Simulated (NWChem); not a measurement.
System: C3HF3; SMILES C#CC(F)(F)F

```xyz
7

C      0.0000     0.0000    -2.3339
C      0.0000     0.0000    -1.1273
C      0.0000     0.0000     0.3419
F      0.8789     0.8789     0.8195
F      0.3217    -1.2007     0.8195
F     -1.2007     0.3217     0.8195
H      0.0000     0.0000    -3.4098
```
Atoms are numbered in this order, from 1.

Computed with NWChem. Pople sets run with spherical d functions. Medium grid unless said otherwise, to which SCAN and Minnesota functionals are sensitive. Structure relaxed at the PBE0/def2-SVP level.

**Question.** Order these by “orbital gap (eV)”, lowest first: PBE/6-31G*; r2SCAN0/6-31G*; CAM-B3LYP/6-31G*; LRC-wPBEh/6-31G*; B3LYP/6-31G*.

**Answer.** PBE/6-31G* (6.70), B3LYP/6-31G* (8.63), r2SCAN0/6-31G* (9.48), CAM-B3LYP/6-31G* (11.80), LRC-wPBEh/6-31G* (12.85)
